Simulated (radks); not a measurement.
Results of a calculation; reference values are marked as such.
Task: La26+, 31 electrons, occupied as [Ar] 3d10 4s2 4p1. Level of theory: scalar-relativistic Kohn-Sham, r2SCAN, spin-polarised, spherical densities, finite nucleus; open shells are filled with parallel spins first (spin-orbit coupling, left out, can overturn this in heavy ions); meta-GGA in the generalised Kohn-Sham scheme; Fermi nuclear charge, rms radius 4.855 fm (a radial shooting solver on a logarithmic mesh with Libxc functionals). Some entries of the table are withheld. Estimate them.

orbital,occ.,eigenvalue (eV),<r> (bohr),<1/r> (bohr^-1)
1s up,1,-39667.14,0.02507,62.01
1s down,1,-39666.22,0.02507,62.01
2s up,1,-7031.638,0.1072,14.32
2s down,1,-7031.431,0.1072,14.32
2p up,3,-6389.127,0.09405,13.57
2p down,3,-6388.485,0.09406,13.57
3s up,1,-2118.838,0.2809,5.264
3s down,1,-2118.279,0.2808,5.262
3p up,3,-1911.627,0.2780,4.993
3p down,3,-1910.858,0.2779,4.993
3d up,5,-1619.604,0.2535,4.742
3d down,5,-1618.767,0.2534,4.742
4s up,1,-950.4163,0.5848,(1)
4s down,1,-944.2552,0.5846,(2)
4p up,1,-873.6871,0.5990,2.335
4p down,0,-867.6521,0.5986,2.338
4d up,0,-764.5866,0.6052,2.191
4d down,0,-758.9531,0.6037,2.198
5s up,0,-527.5562,(3),(4)
5s down,0,-517.2481,(5),(6)

Result: 
(1) 4s up <1/r> (bohr^-1): 2.453
(2) 4s down <1/r> (bohr^-1): 2.456
(3) 5s up <r> (bohr): 1.005
(4) 5s up <1/r> (bohr^-1): 1.442
(5) 5s down <r> (bohr): 0.9810
(6) 5s down <1/r> (bohr^-1): 1.495
